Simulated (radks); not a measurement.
Problem. Species: Sn VII. Configuration: [Kr] 4d8. Calculated with a radial shooting solver on a logarithmic mesh with Libxc functionals: Dirac Kohn-Sham, BLYP, spin-unpolarised, spherical densities, finite nucleus; open shells fill j = l - 1/2 first; Fermi nuclear charge, rms radius 4.6519 fm.

Spin-orbit splittings of the eigenvalues, e(l+1/2) - e(l-1/2), with zeta = 2 splitting/(2l+1) and mean radii in bohr:

| shell | occ. | splitting (eV) | zeta (eV) | <r> j=l-1/2 | <r> j=l+1/2 |
|---|---|---|---|---|---|
| 2p | 6 | 230.8 | 153.8 | 0.1058 | 0.1112 |
| 3p | 6 | 42.18 | 28.12 | 0.3297 | 0.3410 |
| 3d | 10 | 8.715 | 3.486 | 0.3122 | 0.3158 |
| 4p | 6 | 7.948 | 5.298 | 0.8480 | 0.8747 |
| 4d | 8 | ? | ? | 1.003 | 1.013 |

Estimate the 4d splitting.

Solution. 1.218 eV (zeta = 0.4871 eV).
